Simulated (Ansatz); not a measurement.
## Calibrating PBE-D4/def2-TZVPP on Al-containing radicals

The atomisation energy (no zero-point term) in kJ/mol of 8 Al-containing radicals: x at PBE-D4/def2-TZVPP, y at CCSD(T)/CBS estimate. Shapes, held fixed at every level: PBE0-D4/def2-TZVP. Flexible molecules stand in one conformer, not always the lowest. Programs: Ansatz 0.2.0.

```
                      molecule  x (kJ/mol)  y (kJ/mol)
        AlHF (SMILES [F][AlH])         831         832
      AlH2O (SMILES [O][AlH2])        1003        1005
      AlF2 (SMILES [F][Al][F])        1143        1134
                       Al(SH)2        1375        1352
                      AlH(NH2)        1409        1393
                       Al(OH)2        1819           ?
                  Al(CH3)(NH2)        2710        2667
C3H4Al (SMILES C#[C][Al][CH3])        3162        3077
```

Fit y = c + s·x to the known rows and predict y for Al(OH)2.


1. Means of the 7 rows: x = 1661.86, y = 1637.1.
2. Σ(Δx)² = 4888885, Σ(Δx·Δy) = 4729467, so the slope is 4729467/4888885 = 0.96739.
3. Intercept: 1637.1 − (0.96739) × 1661.86 = 29.4. The largest residual of the fit is 16.
4. Al(OH)2: 29.4 + 0.96739 × 1819 = 1789 kJ/mol.

CCSD(T)/CBS estimate gives 1803 kJ/mol, so the prediction is off by -14 kJ/mol, within the largest residual. Uncorrected, PBE-D4/def2-TZVPP misses Al(OH)2 by +16 kJ/mol, and the other rows by 26 on average. The line overshoots: the miss goes from +16 to -14. Left out in turn, the other rows are missed by 11 kJ/mol on average, so much of the error is systematic among these molecules. Open shells run unrestricted. The CBS estimate extrapolates MP2 from def2-TZVPP and def2-QZVPP and adds CCSD(T) − MP2 in the triple-zeta set, cores frozen.
